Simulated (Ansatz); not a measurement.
`N[Si]S` + `[CH3][In]([Cl])[Br]` → `S[Si]Br` + `[CH3][In]([NH2])[Cl]`  (redistribution)

Calculated with Ansatz (gas phase, PBE0-D4/def2-TZVP geometries, no zero-point term in ΔE). CBS: MP2 limit from def2 TZ/QZ plus the TZ coupled-cluster correction, frozen cores. This one scheme is used for every species. DFT in def2-TZVPP. def2 core potentials past Kr. For Br, In outer-core shells are correlated without core-valence functions, which leaves a few kJ/mol of doubt a bond. Scalar relativity is left out up to krypton. Each species was taken in one conformer, which may not be the lowest.

`N[Si]S`:

Cartesian coordinates in Å:
```
N -0.161 0.296 -1.149
Si -0.707 0.549 0.449
S 0.684 -0.785 1.425
H 0.586 -0.306 -1.460
H -0.602 0.781 -1.915
H 0.199 -0.534 2.650
```

`[CH3][In]([Cl])[Br]`:

Z-matrix (Å, degrees):
```
C
In 1 2.128
H 1 1.089 2 109.4
H 1 1.089 2 109.2 3 121.2
H 1 1.090 2 108.5 3 -119.6
Cl 2 2.326 1 123.2 3 -155.2
Br 2 2.462 1 124.9 3 25.1
```

`S[Si]Br`:

Cartesian coordinates in Å:
```
S -0.383 0.117 -1.066
Si 0.652 -0.310 0.748
Br -0.807 0.701 2.143
H 0.538 -0.509 -1.824
```

`[CH3][In]([NH2])[Cl]`:

```xyz
9

C     0.933   -0.348    1.445
In   -0.479    0.199   -0.048
N    -0.529   -0.023   -2.039
Cl   -2.542    1.084    0.653
H     0.541   -0.067    2.421
H     1.099   -1.425    1.414
H     1.881    0.160    1.271
H    -1.230    0.495   -2.546
H     0.325   -0.075   -2.572
```

| level | ΔE (kcal/mol) |
| --- | --- |
| revPBE | 21.6 |
| SCS-MP2/def2-QZVPP | 23.6 |

Task: What does CCSD(T)/CBS give? (Best estimate.)

Result: Computed: +23.0 kcal/mol. The listed levels differ from it by -1.4, 0.6 kcal/mol.

Largest T1 diagnostic among the species: 0.014.

At CCSD(T), def2-SVP lies +3.3 kcal/mol from the extrapolated value and def2-TZVPP +0.6 kcal/mol. Leaving LDA and LC-ωPBE aside and taking each functional with its dispersion term where it has one, the values, not all of them listed here, spread over 4.7 kcal/mol, from PBE-D4 to BHLYP-D4. From r2SCAN to r2SCAN0 (25 % exact exchange), in def2-TZVPP and without D4, ΔE moves by +1.2 kcal/mol.
